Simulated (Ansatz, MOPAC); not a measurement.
System: C$_{2}$H$_{8}$BN$_{2}$ (charge 0, doublet). SMILES: [CH2]CB(N)N

Atoms: C1, C2, B3, N4, N5, H6, H7, H8, H9, H10, H11, H12, H13. Bonds: C1-C2, C1-H6, C1-H7, C2-B3, C2-H8, C2-H9, B3-N4, B3-N5, N4-H10, N4-H11, N5-H12, N5-H13.

Bond lengths (Å) and angles (degrees) optimised at MNDO with MOPAC; HF/3-21G with Ansatz (an electronic-structure program); HF/6-31G* with Ansatz; MP2/6-31G* with Ansatz, each started from the B3LYP-D3(BJ)/def2-TZVP structure (Ansatz) of the last column. A row stands for all coordinates that are equal there; 11 of 23 kinds are shown. 6-31G* holds six Cartesian d functions. No wavenumbers were computed at MNDO, MP2/6-31G*, so these may be saddle points.

```csv
coordinate,MNDO,HF/3-21G,HF/6-31G*,MP2/6-31G*,B3LYP-D3(BJ)/def2-TZVP
C1-C2,1.481,1.508,1.500,1.489,1.480
C1-H6,1.083,1.074,1.076,1.083,1.082
C2-B3,1.589,1.610,1.610,1.607,1.608
C2-H8,1.118,1.090,1.090,1.099,1.097
B3-N4,1.415,1.429,1.420,1.423,1.418
B3-N5,1.412,1.424,1.415,1.417,1.412
N4-H10,0.992,0.999,0.995,1.009,1.005
N4-H11,0.992,0.999,0.994,1.008,1.004
C1-C2-B3,117.6,115.4,116.7,116.0,116.5
C2-B3-N4,119.1,118.2,118.2,118.4,118.3
C2-B3-N5,123.0,120.8,121.1,120.3,120.2
```

Mean signed difference of all 12 bond lengths from B3LYP-D3(BJ)/def2-TZVP: MNDO -0.002 Å, HF/3-21G 0.000 Å, HF/6-31G* -0.003 Å, MP2/6-31G* 0.003 Å.
